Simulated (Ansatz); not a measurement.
Reaction (substitution at a C–Ga bond): `C#[C][GaH][Cl]` + `[NH2][SnH2][OH]` → `C#C[O][SnH2][NH2]` + `[Cl][GaH2]`

Gas-phase electronic energies from Ansatz, PBE0-D4/def2-TZVP geometries. CCSD(T)/CBS is the MP2 limit (def2-TZVPP, def2-QZVPP) plus CCSD(T) − MP2 in def2-TZVPP, frozen cores. Functionals use def2-TZVPP. B3LYP here is the variant with VWN-RPA as its local correlation; programs differ in this. def2 core potentials past Kr. For Ga, Sn outer-core shells are correlated without core-valence functions, which leaves a few kJ/mol of doubt a bond. Scalar relativity is left out up to krypton. One conformer a species, not always the lowest.

`C#[C][GaH][Cl]`:

Cartesian coordinates in Å:
```
C 0.204 1.613 -0.961
C 0.036 0.562 -0.390
Ga -0.250 -1.100 0.485
Cl 0.813 -1.364 2.323
H 0.356 2.543 -1.462
H -1.159 -2.255 0.005
```

`[NH2][SnH2][OH]`:

```xyz
8

N     0.555    0.493   -1.337
Sn    0.053   -0.429    0.377
O    -0.602    1.020    1.532
H     1.376    0.122   -1.794
H    -0.183    0.590   -2.020
H     1.484   -1.060    1.051
H    -1.243   -1.544    0.238
H    -1.438    0.809    1.953
```

`C#C[O][SnH2][NH2]`:

Cartesian coordinates in Å:
```
C 0.826 -0.482 -2.365
C 0.830 0.337 -1.481
O 0.821 1.195 -0.529
Sn -0.586 0.890 0.908
N -0.432 -0.989 1.570
H 0.857 -1.170 -3.172
H -0.112 2.003 2.092
H -2.061 1.100 0.100
H 0.446 -1.201 2.026
H -0.590 -1.683 0.851
```

`[Cl][GaH2]`:

```xyz
4

Cl    1.924   -0.002    0.268
Ga   -0.204    0.000   -0.028
H    -0.862   -1.408   -0.117
H    -0.858    1.409   -0.122
```

```json
{"level": "r2SCAN-D4", "ΔE (kJ/mol)": "76.8"}
{"level": "B2PLYP", "ΔE (kJ/mol)": "88.6"}
{"level": "r2SCAN", "ΔE (kJ/mol)": "77.4"}
{"level": "B3LYP", "ΔE (kJ/mol)": "78.2"}
```

Q: What does CCSD(T)/CBS give? (Estimate.)

A: Computed: +101.4 kJ/mol. The listed levels differ from it by -24.6, -12.8, -24.0, -23.2 kJ/mol.

Largest T1 diagnostic among the species: 0.014.

In def2-TZVPP, CCSD(T) changes the Hartree–Fock value by +9.4 kJ/mol (the triples alone add −0.4 kJ/mol) and MP2 by +13.9 kJ/mol. From PBE to PBE0 (25 % exact exchange), in def2-TZVPP and without D4, ΔE moves by +5.1 kJ/mol.
